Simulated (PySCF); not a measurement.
Exercise with solution: dipole moment from atomic charges

Ge(H)(F)2(OH) (F2GeH2O), SMILES [OH][GeH]([F])[F]. Atoms are numbered in the order given.

```xyz
6

Ge    -0.0002    -0.2768     0.0000
O      1.6614     0.2774     0.0000
F     -0.8319     0.3996     1.3605
F     -0.8319     0.3996    -1.3605
H     -0.0656    -1.7948     0.0000
H      1.7548     1.2408     0.0000
```
Charge 0, spin multiplicity 1.

Geometry optimised at B3LYP-D3(BJ)/def2-SVP. Other conformers were not sampled.

Charges (e) from CAM-B3LYP/def2-TZVPD run with PySCF:

| atom | IAO | ESP fit |
|---|---|---|
| Ge1 | 1.524 | 0.938 |
| O2 | -0.758 | -0.683 |
| F3 | -0.526 | -0.345 |
| F4 | -0.526 | -0.345 |
| H5 | -0.090 | -0.006 |
| H6 | 0.376 | 0.442 |

The dipole moment of the full density is 1.31 D.

What dipole moment does each set of point charges give, and which comes closer to that of the density?


μ = Σ q r, and 1 e Å = 4.8032 D.
IAO: Σ q r = (0.281, -0.424, 0.000) e Å, |μ| = 2.45 D.
ESP fit: Σ q r = (0.215, -0.166, 0.000) e Å, |μ| = 1.30 D.
ESP fit comes closer in size. Point charges leave out the atoms' own dipoles (lone pairs, polarised bonds); fits to the potential absorb them, partitions of the density don't.
